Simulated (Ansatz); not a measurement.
CH$_{6}$AlNOSSi at its PBE0-D4/def2-TZVP geometry, where that method's forces vanish. The species carries charge 0 and has multiplicity 1. The bonds changed during the relaxation, so this is another structure than the one it started from.

```
atom    x (Å)    y (Å)    z (Å)
  N1   0.8181   0.0900   1.5736
  C2   1.8702   0.4106   0.4979
 Al3   0.1959  -0.0780  -0.3051
  O4  -1.1354   0.9210  -0.8093
 Si5  -2.0325  -0.2731  -1.5071
  S6  -0.6833  -1.9157  -1.1473
  H7   0.5831   0.8815   2.1580
  H8   1.0640  -0.6918   2.1661
  H9   2.7129  -0.2718   0.5729
 H10   2.2138   1.4378   0.5911
 H11  -2.2631  -0.0452  -2.9565
 H12  -3.3436  -0.4655  -0.8342
```

Question: For each bond, give half the difference of the two atoms' forces along it (eV/Å; positive pushes the atoms apart) under PBE-D4, r2SCAN-D4, B3LYP-D4, ωB97M-V in def2-TZVPP. (Estimate.)

Answer: Computed: 
```
   bond  length (Å)  PBE-D4  r2SCAN-D4  B3LYP-D4  ωB97M-V
  N1–C2       1.538    0.15       0.30      0.34     0.26
 N1–Al3       1.986   -0.02       0.01      0.05     0.05
  N1–H7       1.012    0.19      -0.03     -0.07    -0.09
  N1–H8       1.011    0.19      -0.02     -0.07    -0.09
 C2–Al3       1.920    0.01       0.06      0.04     0.01
  C2–H9       1.087    0.07      -0.07     -0.12    -0.10
 C2–H10       1.087    0.07      -0.07     -0.12    -0.10
 Al3–O4       1.739    0.29       0.05      0.04     0.06
Al3–Si5       2.539    0.17       0.03      0.26     0.23
 Al3–S6       2.204    0.11       0.05      0.10     0.02
 O4–Si5       1.649    0.44       0.07      0.16     0.15
 Si5–S6       2.156    0.16       0.06      0.23     0.09
Si5–H11       1.485    0.02      -0.03     -0.17    -0.19
Si5–H12       1.486    0.02      -0.02     -0.16    -0.19
```

B3LYP here is the variant with VWN-RPA as its local correlation; programs differ in this.
